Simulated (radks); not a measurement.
Coulomb parameter of the 5d shell of the tungsten ion W3+ in the model configuration [Xe] 4f14 5d2 6p1, as a second difference U = [E(n + 0.25) + E(n - 0.25) - 2 E(n)] / (0.25)^2 with all orbitals relaxed. "Bare": the charge of the atom changes with n. "Screened": the 6p shell takes up the change at fixed total charge, which measures U(5d,5d) + U(6p,6p) - 2 U(5d,6p). All-electron calculation, Dirac Kohn-Sham, PBEsol, spin-unpolarised, spherical densities, point nucleus; open shells are shared between the two j in proportion to 2j + 1. Program: a radial shooting solver on a logarithmic mesh with Libxc functionals.

case,configuration,E - E(n) (eV)
start,[Xe] 4f14 5d2 6p1,0.000
bare +0.25,[Xe] 4f14 5d2.25 6p1,-8.294
bare -0.25,[Xe] 4f14 5d1.75 6p1,9.048
screened +0.25,[Xe] 4f14 5d2.25 6p0.75,-2.939
screened -0.25,[Xe] 4f14 5d1.75 6p1.25,3.041

U(bare) = 12.068 eV, U(screened by 6p) = 1.633 eV.
